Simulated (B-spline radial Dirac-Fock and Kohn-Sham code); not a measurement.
## Atomic SCF run for Pb⁶⁺

ΔSCF core binding energies without Breit or QED terms, calculated with a radial finite-basis atomic code. Keys: rel is the Hamiltonian (dirac, or spin-free x2c and nr, where L3 and M5 stand for the whole 2p and 3d shells), method is hf or an exchange,correlation pair (spin-unpolarised, also for the hole states), nuc the nuclear model, radius_factor scales its radius, rmax is the box in bohr, h the logarithmic mesh step, order the B-spline order, points the quadrature points per cell, c_factor scales the speed of light, and damp, ndamp, maxit and tol steer the iteration. The run stops when the commutator error falls below 10·tol·max(1, Z/10), or the numerical noise floor, and the energy has settled to about 1e-8 Ha; the virial ratio is −V/T.

Input (task.json):

```json
{"items": [{"Z": 82, "q": 6, "cfg": [[1, 0, 2], [2, 0, 2], [2, 1, 6], [3, 0, 2], [3, 1, 6], [3, 2, 10], [4, 0, 2], [4, 1, 6], [4, 2, 10], [4, 3, 14], [5, 0, 2], [5, 1, 6], [5, 2, 8]], "A": 208, "rrms": 5.5012, "do": "settings", "holes": ["K", "L3", "M5"],
  "settings": [{"rel": "dirac", "method": "hf", "nuc": "fermi", "radius_factor": 1.0, "rmax": 45.0, "h": 0.3, "order": 8, "points": 10, "c_factor": 1.0, "maxit": 92, "damp": 0.995, "ndamp": 100, "tol": 1e-08}]}]}
```

Command: `python xray2_run.py task.json out`

Ground-state iterations:

```
iter   energy (Ha)        error
   1   -20898.46471385  2.23e+00
   2   -20903.98135510  2.82e-01
   3   -20903.99323209  2.80e-01
   4   -20904.00492610  2.78e-01
   5   -20904.01643994  2.76e-01
   6   -20904.02777637  2.74e-01
   7   -20904.03893812  2.72e-01
   8   -20904.04992787  2.70e-01
   9   -20904.06074828  2.69e-01
  10   -20904.07140193  2.67e-01
  11   -20904.08189140  2.65e-01
  12   -20904.09221921  2.63e-01
  13   -20904.10238785  2.61e-01
  14   -20904.11239976  2.60e-01
  15   -20904.12225737  2.58e-01
  23   -20904.19584061  2.44e-01
  31   -20904.26082506  2.31e-01
  39   -20904.31821644  2.19e-01
  47   -20904.36890389  2.08e-01
  55   -20904.41367321  1.97e-01
  63   -20904.45321866  1.86e-01
  71   -20904.48815348  1.76e-01
  79   -20904.51901914  1.67e-01
  87   -20904.54629368  1.58e-01
  92   -20904.56170625  1.53e-01
```

The ground state had not converged after 92 iterations, with total energy -20904.56171 Ha, virial ratio 1.85927 and highest orbital energy -98.30 eV. ΔSCF binding energies: K (1s) 88603.3 eV, L3 (2p3/2) 13181.8 eV (not all states converged, so these are not final). Holes are computed only in closed shells, and unreliable hole states are left out.

**Question.** One setting is unsound. Which, and why?

**Answer.** damp is so close to 1 that the orbitals hardly move in each step. With the default settings (Dirac Hartree-Fock): The ground state converged in 10 iterations, with total energy -20904.75823 Ha, virial ratio 1.86028 and highest orbital energy -102.66 eV. ΔSCF binding energies: K (1s) 88585.5 eV, L3 (2p3/2) 13165.6 eV. Holes are computed only in closed shells, and unreliable hole states are left out.
